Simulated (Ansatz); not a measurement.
Cartesian coordinates in Å:
```
N 0.702 1.990 1.779
C 0.051 1.275 1.155
C -0.703 0.351 0.345
Ge 0.514 -0.774 -0.721
F -0.561 -1.804 -1.623
H -1.363 0.891 -0.336
H -1.313 -0.299 0.975
H 1.304 0.053 -1.739
H 1.370 -1.682 0.165
```

Charge 0, multiplicity 1.

Task: List the r2SCAN/def2-TZVPP orbital energies in eV (Ansatz 0.2.0). (An estimate is asked.)

Result: Ansatz gave: Occupied: -10835.60, -1350.64, -1200.71, -1200.68, -1200.67, -665.81, -385.43, -274.85, -274.45, -168.89, -118.65, -118.55, -118.52, -32.46, -31.87, -31.84, -31.78, -31.78, -29.95, -24.05, -20.57, -14.98, -13.60, -12.48, -11.25, -10.80, -10.69, -9.72, -9.15, -9.01, -8.62, -8.04. Lowest empty: -1.04, -0.40, -0.24, 0.15, 0.81, 1.44, 2.23, 2.96.
